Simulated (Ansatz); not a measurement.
Computed with Ansatz.

A structure relaxed at PBE0-D4/def2-TZVP, charge 0, multiplicity 1:

Cartesian coordinates in Å:
```
N 0.9316 0.5271 -0.9961
Ge -0.3817 -0.0940 0.0521
O -0.2210 0.6508 1.6219
F -1.8645 0.3467 -0.7013
Cl -0.5473 -2.2137 0.3236
H 1.8675 0.3754 -0.6488
H 0.8673 0.2617 -1.9680
H -0.6519 0.1459 2.3167
```

Task: Give its formula and SMILES.

Result: ClFGeH3NO, `[NH2][Ge]([OH])([F])[Cl]`.

Task: Summarise the bond lengths by kind.

Result: 1 × Ge–N 1.791 Å; 2 × H–N 1.010 Å; 1 × Ge–O 1.745 Å; 1 × F–Ge 1.721 Å; 1 × Cl–Ge 2.143 Å; 1 × H–O 0.961 Å.
